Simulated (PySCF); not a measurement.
## Chromium: a sound run and one with changed settings

Sound run: Cr [Ar] 3d5 4s1, Cr⁺ [Ar] 3d5. Computed with PySCF 2.14 in aug-cc-pVDZ (7s6p4d2f, 59 functions), with the non-relativistic Hamiltonian (point nucleus). In the sound run the correlated levels freeze [Ar]. The sound run starts from symmetry-adapted Hartree-Fock orbitals and uses a fine grid where one is needed.

Changed run: all electrons correlated in a basis built for the valence shell.

```json
{"species": "Cr", "method": "MP2", "sound run (hartree)": "-1043.43709", "changed run (hartree)": "-1043.63460", "converged": "yes"}
{"species": "Cr⁺", "method": "MP2", "sound run (hartree)": "-1043.20357", "changed run (hartree)": "-1043.39306", "converged": "yes"}
```

Ionisation energy of Cr:

| method | sound run (eV) | changed run (eV) |
| --- | --- | --- |
| UHF | 5.911 | 5.911 |
| MP2 | 6.354 | 6.573 |
| SCS-MP2 | 6.059 | 6.278 |

A valence basis has no tight correlating functions, so it recovers only part of the core correlation, and not evenly between atom and ion.

For comparison, NIST gives 6.767 eV between the lowest levels.
